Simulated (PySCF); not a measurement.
C5H4F2O, SMILES O=C1[C@@H](CC(F)=C1)F. Coordinates come from a PBE-D3(BJ)/def2-SVP optimisation. The structure was generated by enumeration; whether it is a known compound was not checked. One conformer was computed; it need not be the lowest.

Computed equilibrium geometry at PBE-D3(BJ)/def2-SVP (PySCF confirms it by a frequency run) as bond lengths and angles (one conformer of several):
Atoms: O1 C2 C3 C4 F5 C6 C7 F8 H9 H10 H11 H12. Bond lengths (Å): O1–C2 1.217, C2–C3 1.477, C2–C7 1.559, C3–C4 1.356, C3–H9 1.097, C4–F5 1.328, C4–C6 1.499, C6–C7 1.539, C6–H10 1.111, C6–H11 1.109, C7–F8 1.376, C7–H12 1.115. Bond angles (°): O1–C2–C3 128.8, O1–C2–C7 124.5, C3–C2–C7 106.7, C2–C3–C4 108.0, C2–C3–H9 125.0, C4–C3–H9 127.0, C3–C4–F5 125.7, C3–C4–C6 115.6, F5–C4–C6 118.7, C4–C6–C7 102.2, C4–C6–H10 110.7, C4–C6–H11 112.0, C7–C6–H10 109.3, C7–C6–H11 115.0, H10–C6–H11 107.6, C2–C7–C6 105.1, C2–C7–F8 111.8, C2–C7–H12 107.5, C6–C7–F8 113.2, C6–C7–H12 110.8, F8–C7–H12 108.4.
Charge 0, spin multiplicity 1.
